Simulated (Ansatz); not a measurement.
Consider the formal exchange of groups at the Se–Si bond: `C[Se][SiH](F)Cl` + `O[SiH2]F` → `C[Se][SiH](O)F` + `F[SiH2]Cl`.

Program: Ansatz. Geometries: PBE0-D4/def2-TZVP. ΔE: electronic, gas phase. CBS: MP2 limit from def2 TZ/QZ plus the TZ coupled-cluster correction, frozen cores. This one scheme is used for every species. Functionals use def2-TZVPP. For Se outer-core shells are correlated without core-valence functions, which leaves a few kJ/mol of doubt a bond. Scalar relativity is left out up to krypton. Each species was taken in one conformer, which may not be the lowest.

`C[Se][SiH](F)Cl`:

Cartesian coordinates in Å:
```
C -1.029 -0.667 1.026
Se 0.927 -0.527 1.036
Si 1.050 0.682 -0.848
F 2.592 0.906 -1.157
Cl 0.201 -0.282 -2.438
H -1.292 -1.197 1.939
H -1.483 0.322 1.038
H -1.356 -1.235 0.159
H 0.388 1.999 -0.755
```

`O[SiH2]F`:

Cartesian coordinates in Å:
```
O 1.167 -0.164 -0.480
Si -0.245 0.141 0.275
F -0.993 -1.216 0.656
H 1.153 -0.499 -1.377
H 0.096 0.846 1.524
H -1.179 0.891 -0.597
```

`C[Se][SiH](O)F`:

Cartesian coordinates in Å:
```
C -0.634 -0.277 -1.617
Se -0.562 -1.453 -0.048
Si 0.773 -0.095 1.160
O 0.105 1.366 1.440
F 1.028 -0.879 2.524
H -1.060 0.687 -1.351
H 0.360 -0.153 -2.041
H -1.277 -0.776 -2.339
H 2.069 0.195 0.519
H -0.802 1.384 1.753
```

`F[SiH2]Cl`:

Z-matrix (Å, degrees):
```
Si
F 1 1.589
Cl 1 2.036 2 108.8
H 1 1.475 2 108.3 3 -118.2
H 1 1.475 2 108.3 3 118.2
```

```
             level  ΔE (kJ/mol)
           ωB97M-V         -4.0
            B2PLYP         -4.0
            r2SCAN         -4.6
              PBE0         -4.5
SCS-MP2/def2-TZVPP         -3.0
CCSD(T)/def2-TZVPP         -3.8
     HF/def2-QZVPP         -5.9
SCS-MP2/def2-QZVPP         -2.4
```

What does CCSD(T)/CBS give? (An estimate is asked.)

Computed: -2.6 kJ/mol. The listed levels differ from it by -1.4, -1.4, -2.0, -1.9, -0.4, -1.2, -3.3, 0.2 kJ/mol.

Largest T1 diagnostic among the species: 0.011.
